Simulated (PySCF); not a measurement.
Compound: VOF3 (singlet state).
Numbering: `[O:1]=[V:2]([F:3])([F:4])[F:5]`

Computed with core-valence-separated Tamm–Dancoff BHandHLYP/aug-pcX-1 (def2-SVPD on V) in PySCF, non-relativistic, gas phase, PBE0-D3(BJ)/def2-SVP geometry. Absolute energies from this functional tend to lie a few eV below measured edges; no shift was applied.

Task: What does the F 1s absorption edge look like?

Result: 
| E (eV) | f | core hole on | main final orbital |
| --- | --- | --- | --- |
| 681.54 | 0.0423 | F3/F4/F5 | LUMO/LUMO+1 (3 roots, f summed) |
| 681.88 | 0.0427 | F3/F4/F5 | LUMO/LUMO+1 (3 roots, f summed) |
| 682.85 | 0.0383 | F3/F4/F5 | LUMO+2/LUMO+3 (3 roots, f summed) |
| 684.16 | 0.0014 | F3/F4/F5 | LUMO+2/LUMO+3 (3 roots, f summed) |
| 684.78 | 0.0138 | F3/F4/F5 | LUMO+4 (3 roots, f summed) |

The first line with a tenth or more of the strongest one's intensity is at 681.54 eV (f = 0.042, sum of 3), with the hole on F3/F4/F5 (fluorine bonded to V). The strongest listed is at 681.88 eV (f = 0.043, sum of 3; F3/F4/F5).

Task: Give energies, oscillator strengths and core holes at the O K edge.

Result: 
| E (eV) | f | core hole on | main final orbital |
| --- | --- | --- | --- |
| 529.19 | 0.0679 | O1 | LUMO/LUMO+1 (2 roots, f summed) |
| 530.74 | 0.0377 | O1 | LUMO+4 (94 %) |
| 531.74 | 0.0058 | O1 | LUMO+2/LUMO+3 (2 roots, f summed) |
| 535.72 | 0.0000 | O1 | LUMO+5 (78 %) |

The first line with a tenth or more of the strongest one's intensity is at 529.19 eV (f = 0.068, sum of 2), with the hole on O1 (oxygen bonded to V). It is also the strongest listed.

Roots within 0.03 eV whose holes lie on the same, on equivalent or on shared atoms are summed into one line, and the highest roots are left out, as the search may have cut off their partners. Final orbitals are the ground state's empty Kohn–Sham orbitals.

Task: What are the wavelength and the wavenumber of the 684.78 eV line?

Result: λ = 12398.42 eV Å/684.78 eV = 18.106 Å; 5.5231 × 10⁶ cm⁻¹.

The list ends where the root search ended, not at a threshold.
